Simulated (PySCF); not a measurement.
Cards and structures have been mixed up. Pair them.

Structures:
1. `[SiH3]P[SiH3]`
2. `C=C1C=C(C)/C1=C\BN`
3. `[AlH2][CH]1CCCC1`

Card P (geometry PBE0-D3(BJ)/def2-SVP):
* Rotational constants A, B, C: 4.771, 2.049, 1.787 GHz
* Static isotropic polarisability (CAM-B3LYP/def2-SVPD): 85.1 au
* 13C chemical shifts (computed TMS as zero) by class (GIAO PBE0/pcSseg-1): 30.9 (2 C), 29.8 (2 C), 27.5 (1 C) ppm
* Point group: C1
* Lowest singlet excitation (TDDFT CAM-B3LYP/def2-SVPD): 4.57 eV (272 nm, f = 0.001)
* Isotropic shieldings of nuclei other than C and H, by class (GIAO PBE0/pcSseg-1): 258 (1 Al) ppm

Card Q (geometry PBE0-D3(BJ)/def2-SVP):
- Rotational constants A, B, C: 2.388, 1.084, 0.749 GHz
- Static isotropic polarisability (B3LYP/def2-SVPD): 118.8 au
- Lowest triplet excitation (Tamm–Dancoff) (TDA B3LYP/def2-SVPD): 2.94 eV
- 13C chemical shifts (computed TMS as zero) by class (GIAO KT2/pcSseg-1): 161.6 (1 C), 158.5 (1 C), 147.9 (1 C), 144.5 (1 C), 107.4 (1 C), 87.0 (1 C), 18.7 (1 C) ppm
- Vertical ionisation energy (ΔSCF B3LYP/def2-SVPD): 8.05 eV
- Strongest line among the 10 lowest singlet transitions (TDDFT B3LYP/def2-SVPD): S3 at 5.29 eV (234 nm, f = 0.582)
- Lowest singlet excitation (TDDFT B3LYP/def2-SVPD): 4.14 eV (300 nm, f = 0.023)

Card R (geometry PBE0-D3(BJ)/def2-SVP):
- Rotational constants A, B, C: 8.167, 2.558, 2.074 GHz
- Static isotropic polarisability (B3LYP/def2-SVPD): 88.2 au
- Strongest line among the 6 lowest singlet transitions (TDDFT B3LYP/def2-SVPD): S3 at 6.33 eV (196 nm, f = 0.071)
- Lowest singlet excitation (TDDFT B3LYP/def2-SVPD): 6.02 eV (206 nm, f = 0.004)
- Point group: Cs
- Dipole moment (B3LYP/def2-SVPD): 0.59 D

All species are isolated and taken at one optimised geometry, non-relativistic unless stated. Electronic properties by PySCF. NMR classes are plain means over equivalent atoms (diastereotopic ones count apart unless rotation or inversion swaps them), as if these changed places fast.

Task: Which card belongs to which structure?

Result: P = 3, Q = 2, R = 1. What ties each card to its structure:
- 1 (card R), H7PSi2, monoisotopic mass 94.0 u, 3 heavy atoms: point group Cs; an asymmetric top with C = 2.074 GHz, the highest such constant on the cards; polarisability 88.2 au for 50 electrons; dipole 0.59 D.
- 2 (card Q), C7H10BN, monoisotopic mass 119.1 u, 9 heavy atoms: 7 C in 7 classes; the least shielded carbon (161.6 ppm) is a fully substituted alkene carbon; an asymmetric top with C = 0.749 GHz, the lowest such constant on the cards; polarisability 118.8 au for 64 electrons.
- 3 (card P), C5H11Al, monoisotopic mass 98.1 u, 6 heavy atoms: 5 C in 3 classes; point group C1; the least shielded carbon (30.9 ppm) is a ring CH2 carbon; an asymmetric top with C = 1.787 GHz; polarisability 85.1 au for 54 electrons.
